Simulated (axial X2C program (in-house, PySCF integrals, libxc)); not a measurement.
# What spin–orbit coupling does to AsP⁻

Computed with an in-house all-electron X2C program for linear molecules (integrals from PySCF). Spin-free means the one-electron spin-free X2C Hamiltonian; two-component (2c) means X2C with spin–orbit coupling and atomic mean-field two-electron Coulomb and Gaunt terms, so the difference of the two also holds small scalar two-electron terms. Basis: As dyall-acv3z [10s10p7d5f1g], P dyall-av3z [9s8p3d2f] (cores contracted in-house); Gaussian nuclei, density fitting, unrestricted open shells. Masses: As 74.922 u, P 30.974 u.

Spin-free state: M_S = 1/2, Λ = 1 (beyond evenly filled blocks: π+α); fragments As + P-.

| level | Re (Å) | ωe (cm⁻¹) | De (eV) | μ (D) |
| --- | --- | --- | --- | --- |
| PW91 | 2.104 | 503.8 | 4.539 | -2.17 |

Dipoles are positive if P is the positive end and refer to the centre of mass.

**Question.** Within this multiplet, which Ω should lie lowest by the rule for regular and inverted multiplets?

**Answer.** The open π shell holds one electron, so the multiplet is regular: Ω = Λ − 1/2 = 1/2. The PBE0 2c search agrees, though Ω = 3/2 of the search lies only 0.09 eV higher.

Two-component determinant lowest at the distance of the search:

Ω = 1/2 (⟨Sz⟩ = -0.50, ⟨Lz⟩ = 1.00 at PW91); fragments As + P-.

```
level  Re (Å)  ωe (cm⁻¹)  De (eV)  μ (D)
 PW91   2.106      502.6    4.575  -2.23
```

**Question.** From the two tables, how do the constants change at the PW91 level (2c against spin-free)?

**Answer.** At the PW91 level Re increases by 0.002 Å and ωe drops by 1.2 cm⁻¹; De is not compared, since the atomic limits differ or miss part of their spin–orbit lowering.

The state is a single determinant with fixed occupations, the lowest that a limited PBE0 search found. De is counted from the lowest determinant-based energies of the atoms at the same level, without counterpoise correction. Density functionals use the spin component along the axis (collinear). The 2c atoms are single determinants rather than J levels; their spin–orbit lowering is only partly caught, and De is too large by that part. This holds for PW91. The functionals have no current-density term, which raises determinants with orbital currents, atoms included. The highest occupied level of some functionals is positive through self-interaction error; at Hartree–Fock it is bound.
